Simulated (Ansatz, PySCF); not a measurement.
This singlet lies 0.87 eV below the relaxed triplet at the level frozen-core CCSD(T)/cc-pVTZ // PBE0-D3(BJ)/def2-TZVP (Ansatz, a program for electronic structure).

Cartesian coordinates (Å):
```xyz
6

B     -0.9750    -0.0923     0.4053
C      0.3738    -0.1163     0.0991
O      1.5991    -0.2553    -0.1682
H     -1.7505    -0.1735    -0.5011
H     -1.2838     0.0420     1.5524
H      2.0363     0.5954    -0.3576
```
Charge 0, multiplicity 1.

Task: Give the HOMO–LUMO gap, HOMO and LUMO at the level PySCF 2.14.0 with PBE0-D3(BJ)/def2-TZVP.

Result: 
The HOMO–LUMO gap comes out as 4.89 eV, the HOMO is -6.39 eV and the LUMO comes out as -1.50 eV.
